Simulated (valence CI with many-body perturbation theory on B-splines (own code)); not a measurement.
## Energy levels of Ag14+

Calculated by relativistic CI+MBPT: five valence electrons over a frozen Dirac-Fock core [Ar] 3d10, radial functions for each j: 9 s, 9 p, 8 d, 6 f, 3 g, 1 h, with the one-electron correlation potential Σ1 (screened to all orders), the two-electron term Σ2, the three-electron term Σ3, Breit, model QED; selected single and double excitations, second order for the rest (own B-spline code, finite nucleus).

No measured levels were compared; by estimate levels hold to about 250 cm⁻¹ or 0.2 % of their energy and the worst to 1 %, as in measured heavy ions of charge 2 to 7; those with d or f electrons hold less well. Among the levels kept, up to 920 cm⁻¹ of a level comes from second order outside the variational space, and about a tenth of that is noise between levels of different J, which matters for small intervals.

Levels 1 to 32 of 32, with energies above the lowest level, 4s²4p³ ⁴S°_3/2. "Leading %" is the weight of the configuration and term that name the level; weights of strongly mixed levels are sums over their largest components and can fall short. Lifetimes count E1, E2, E3, M1 and M2 decay at the calculated energies, and are blank where another channel may lead or the interval is too uncertain; long ones can be off by a factor of two.

| No. | Configuration | Term | J | E (eV) | Leading % | Lifetime | g | Second component |
| --- | --- | --- | --- | --- | --- | --- | --- | --- |
| 1 | 4s²4p³ | ⁴S° | 3/2 | 0.000 | 61 |  | 1.686 | 25 % 4s²4p³ ²P° |
| 2 | 4s²4p³ | ²D° | 3/2 | 5.608 | 60 | 580 μs | 1.198 | 28 % 4s²4p³ ⁴S° |
| 3 | 4s²4p³ | ²D° | 5/2 | 7.625 | 98 | 2.97 ms | 1.199 |  |
| 4 | 4s²4p³ | ²P° | 1/2 | 10.789 | 97 | 313 μs | 0.664 |  |
| 5 | 4s²4p³ | ²P° | 3/2 | 15.787 | 63 | 123 μs | 1.250 | 26 % 4s²4p³ ²D° |
| 6 | 4s4p⁴ | ⁴P | 5/2 | 40.580 | 85 | 222 ps | 1.564 | 8 % 4s4p⁴ ²D |
| 7 | 4s4p⁴ | ⁴P | 3/2 | 44.528 | 80 | 135 ps | 1.635 | 8 % 4s4p⁴ ²D |
| 8 | 4s4p⁴ | ⁴P | 1/2 | 45.231 | 77 | 127 ps | 2.555 | 15 % 4s4p⁴ ²S |
| 9 | 4s4p⁴ | ²D | 3/2 | 50.134 | 66 | 73.7 ps | 0.966 | 11 % 4s4p⁴ ⁴P |
| 10 | 4s4p⁴ | ²D | 5/2 | 51.829 | 78 | 104 ps | 1.235 | 10 % 4s²4p²4d ²D |
| 11 | 4s4p⁴ | ²S | 1/2 | 56.452 | 43 | 31.6 ps | 1.532 | 31 % 4s4p⁴ ²P |
| 12 | 4s4p⁴ | ²P | 3/2 | 57.476 | 57 | 30.2 ps | 1.253 | 24 % 4s²4p²4d ²P |
| 13 | 4s²4p²4d | ⁴F | 3/2 | 61.508 | 70 | 107 ps | 0.582 | 10 % 4s²4p²4d ⁴D |
| 14 | 4s²4p²4d | ⁴F | 5/2 | 63.304 | 54 | 132 ps | 1.136 | 26 % 4s²4p²4d ⁴D |
| 15 | 4s4p⁴ | ²P | 1/2 | 63.547 | 33 | 42.3 ps | 1.165 | 29 % 4s4p⁴ ²S |
| 16 | 4s²4p²4d | ²F | 5/2 | 65.853 | 64 | 638 ps | 0.947 | 25 % 4s²4p²4d ⁴F |
| 17 | 4s²4p²4d | ⁴F | 7/2 | 66.564 | 79 | 2.90 ns | 1.246 | 14 % 4s²4p²4d ⁴D |
| 18 | 4s²4p²4d | ⁴D | 1/2 | 67.014 | 84 | 66.8 ps | 0.128 | 9 % 4s4p⁴ ²P |
| 19 | 4s²4p²4d | ⁴D | 3/2 | 67.181 | 64 | 49.8 ps | 1.070 | 18 % 4s²4p²4d ⁴F |
| 20 | 4s²4p²4d | ²F | 7/2 | 67.364 | 50 | 3.76 ns | 1.232 | 37 % 4s²4p²4d ⁴D |
| 21 | 4s²4p²4d | ⁴F | 9/2 | 68.661 | 72 |  | 1.275 | 26 % 4s²4p²4d ²G |
| 22 | 4s²4p²4d | ⁴D | 5/2 | 69.429 | 48 | 61.6 ps | 1.193 | 26 % 4s²4p²4d ²F |
| 23 | 4s²4p²4d | ²P | 3/2 | 71.234 | 55 | 10.1 ps | 1.253 | 17 % 4s4p⁴ ²P |
| 24 | 4s²4p²4d | ²G | 7/2 | 72.709 | 51 | 126 ps | 1.090 | 23 % 4s²4p²4d ⁴D |
| 25 | 4s²4p²4d | ⁴P | 5/2 | 74.210 | 66 | 5.09 ps | 1.496 | 16 % 4s²4p²4d ²D |
| 26 | 4s²4p²4d | ²F | 7/2 | 74.844 | 44 | 287 ps | 1.137 | 29 % 4s²4p²4d ²G |
| 27 | 4s²4p²4d | ⁴P | 3/2 | 74.853 | 50 | 5.83 ps | 1.430 | 22 % 4s²4p²4d ²P |
| 28 | 4s²4p²4d | ⁴P | 1/2 | 74.957 | 41 | 6.06 ps | 1.814 | 30 % 4s²4p²4d ²P |
| 29 | 4s²4p²4d | ²G | 9/2 | 76.155 | 72 | 285 μs | 1.169 | 26 % 4s²4p²4d ⁴F |
| 30 | 4s²4p²4d | ²D | 3/2 | 76.582 | 68 | 15.5 ps | 0.985 | 17 % 4s²4p²4d ⁴P |
| 31 | 4s²4p²4d | ²P | 1/2 | 77.249 | 42 | 5.94 ps | 1.299 | 30 % 4s²4p²4d ⁴P |
| 32 | 4s²4p²4d | ²D | 5/2 | 78.683 | 74 | 5.33 ps | 1.160 | 15 % 4s²4p²4d ²F |

Names give the largest LS component (configuration and term), which can be under half, so a name can repeat, a term be missing and a line seem to break the LS rules; names also repeat where a configuration has a term twice.

The ionisation energy to 4s²4p² ³P0 of the next ion comes out as 348.88 eV (NIST: 347 ± 3 eV (theoretical)). All 32 levels together are meant to be complete up to 80.314 eV.
